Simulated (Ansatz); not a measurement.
Reaction (ligand exchange at a B–N bond): `BNBNC` + `[CH2]1[NH][AlH]1` → `B[N]1[CH2][AlH]1` + `CNBN`

Program: Ansatz. Geometries: PBE0-D4/def2-TZVP. ΔE: electronic, gas phase. CBS: MP2 limit from def2 TZ/QZ plus the TZ coupled-cluster correction, frozen cores. Functionals use def2-TZVPP. One conformer a species, not always the lowest.

Q: Is it downhill or uphill in electronic energy at CCSD(T)/CBS, and by how much? (An estimate is asked.)

A: Computed: Downhill: ΔE = -0.18 eV.

Q: What do these levels give: LDA (SPW92), BHLYP-D4, B2PLYP, BLYP, r2SCANh, RPA@PBE/def2-TZVPP, CCSD/def2-SVP, MP2/def2-TZVPP, CCSD(T)/def2-TZVPP, HF/def2-QZVPP, MP2/def2-QZVPP, HF/CBS(def2)? (Estimate.)

A: The calculation gave: LDA (SPW92) -0.19, BHLYP-D4 -0.24, B2PLYP -0.24, BLYP -0.26, r2SCANh -0.24, RPA@PBE/def2-TZVPP -0.17, CCSD/def2-SVP -0.16, MP2/def2-TZVPP -0.22, CCSD(T)/def2-TZVPP -0.19, HF/def2-QZVPP -0.28, MP2/def2-QZVPP -0.21, HF/CBS(def2) -0.28 eV.

Q: What do rigid-rotor, harmonic-oscillator terms from PBE0-D4/def2-TZVP frequencies (298.15 K, 1 bar) make of the CCSD(T)/CBS value? (Best estimate.)

A: Ansatz gave: ΔZPE = -0.05 eV, ΔH = -0.21 eV, ΔS = 10 J/(mol·K), ΔG = -0.24 eV.

Largest T1 diagnostic among the species: 0.015.

Leaving LDA and LC-ωPBE aside and taking each functional with its dispersion term where it has one, the values, not all of them listed here, spread over 0.04 eV, from BHLYP-D4 to revPBE-D4. LDA lies +0.04 eV from PBE without D4. In def2-TZVPP, CCSD(T) changes the Hartree–Fock value by +0.09 eV (the triples alone add +0.01 eV) and MP2 by +0.06 eV. At CCSD(T), def2-SVP lies +0.04 eV from the extrapolated value and def2-TZVPP −0.01 eV.
